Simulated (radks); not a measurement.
Question: Spherical quantum dot in the effective-mass picture: electrons in a well V = -V0 / (1 + exp((r - R)/a)) with V0 = 15, R = 4.12, a = 0.29, all in effective atomic units (hartree* = m*/eps^2 hartree, bohr* = eps/m* bohr), one dielectric constant everywhere. Method: non-relativistic Kohn-Sham, PBE, spin-polarised, spherical densities; computed with a radial shooting solver with Libxc functionals. Levels are named by radial order and angular momentum (1s, 1p, 1d, 2s, ...), and open shells are averaged over m. Each electron was tried in the lowest free levels, single moves between levels near the top were tried too, and the lowest total energy was kept; such a search can miss a lower state. Give the order in which the levels fill up to N = 40, the shell closures and the spin along the way.

Answer: Shells are first occupied in the order 1s, 1p, 1d, 1f, 2s, 1g. Open shells at each N (closed shells left out): 1: 1s(up 1, down 0); 2: none; 3: 1p(up 1, down 0); 4: 1p(up 2, down 0); 5: 1p(up 3, down 0); 6: 1p(up 3, down 1); 7: 1p(up 3, down 2); 8: none; 9: 1d(up 1, down 0); 10: 1d(up 2, down 0); 11: 1d(up 3, down 0); 12: 1d(up 4, down 0); 13: 1d(up 5, down 0); 14: 1d(up 5, down 1); 15: 1d(up 5, down 2); 16: 1d(up 5, down 3); 17: 1d(up 5, down 4); 18: none; 19: 1f(up 1, down 0); 20: 1f(up 2, down 0); 21: 1f(up 3, down 0); 22: 1f(up 4, down 0); 23: 1f(up 5, down 0); 24: 1f(up 6, down 0); 25: 1f(up 7, down 0); 26: 1f(up 7, down 1); 27: 1f(up 7, down 2); 28: 1f(up 7, down 3); 29: 1f(up 7, down 4); 30: 1f(up 7, down 5); 31: 1f(up 7, down 6); 32: none; 33: 2s(up 1, down 0); 34: none; 35: 2s(up 1, down 0) 1g(up 2, down 0); 36: 2s(up 1, down 0) 1g(up 3, down 0); 37: 2s(up 1, down 0) 1g(up 4, down 0); 38: 2s(up 1, down 0) 1g(up 5, down 0); 39: 2s(up 1, down 0) 1g(up 6, down 0); 40: 2s(up 1, down 0) 1g(up 7, down 0). All shells are closed at N = 2, 8, 18, 32, 34 (there: 1s2 1p6 1d10 2s2 1f14). Largest 2S: 8, at N = 40.
